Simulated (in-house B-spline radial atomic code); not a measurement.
Radial electron density of the platinum ion Pt⁺, [Xe] 4f14 5d9. Method: scalar-relativistic (X2C) CAM-B3LYP, spin-polarised, spherical fractional occupations, exact exchange averaged over the configuration, Fermi nucleus of rms radius 5.427 fm. Calculated with a B-spline radial code for spherical atoms.

One-electron X2C: radii and densities carry no picture-change correction, so inner-shell <1/r> comes out high (for 1s by about 2 % at Z = 33, 5 % at 54, 10 % at 75, 30 % at 118) and <r> low.

Columns: r (bohr), 4πr²n(r) (electrons per bohr), bar.

```
0.000317    3.492 #
0.000393    4.689 #
0.000486    6.249 ##
0.000602    8.313 ###
0.000745       11 ###
0.000922    14.47 ####
 0.00114    18.91 ######
 0.00141    24.52 #######
 0.00175    31.64 ##########
 0.00216     40.1 ############
 0.00268    50.38 ###############
 0.00331    61.88 ###################
  0.0041    74.55 #######################
 0.00508    87.38 ##########################
 0.00628    98.91 ##############################
 0.00778    107.7 #################################
 0.00962    111.9 ##################################
  0.0119    110.6 #################################
  0.0147    104.8 ################################
  0.0182    97.67 #############################
  0.0226    94.82 #############################
  0.0279    101.5 ###############################
  0.0346    118.5 ####################################
  0.0428    137.6 ##########################################
   0.053    145.8 ############################################
  0.0656    135.7 #########################################
  0.0812    117.7 ####################################
     0.1    113.1 ##################################
   0.124    126.9 ######################################
   0.154      134 ########################################
    0.19    111.8 ##################################
   0.236    79.56 ########################
   0.292    74.08 ######################
   0.361    85.75 ##########################
   0.447    79.65 ########################
   0.553    53.61 ################
   0.685    31.49 ##########
   0.848     22.5 #######
    1.05    18.33 ######
     1.3    13.17 ####
    1.61    7.881 ##
    1.99    4.108 #
    2.46    1.876 #
    3.05   0.7087 
    3.77   0.2113 
    4.67  0.04398 
    5.78 0.005803
```

On this grid the curve has 4 maxima, near 0.00962, 0.053, 0.154, 0.361 bohr.

The 5d up radial function P(r) = rR(r), positive near the nucleus:

| r (bohr) | P |
| --- | --- |
| 0.00628 | 0.001055 |
| 0.00962 | 0.003191 |
| 0.0147 | 0.009299 |
| 0.0226 | 0.02599 |
| 0.0346 | 0.06551 |
| 0.053 | 0.1421 |
| 0.0812 | 0.2403 |
| 0.124 | 0.2555 |
| 0.19 | 0.02904 |
| 0.292 | -0.3362 |
| 0.447 | -0.3065 |
| 0.685 | 0.2803 |
| 1.05 | 0.7993 |
| 1.61 | 0.7745 |
| 2.46 | 0.4412 |
| 3.77 | 0.1502 |
| 5.78 | 0.02434 |
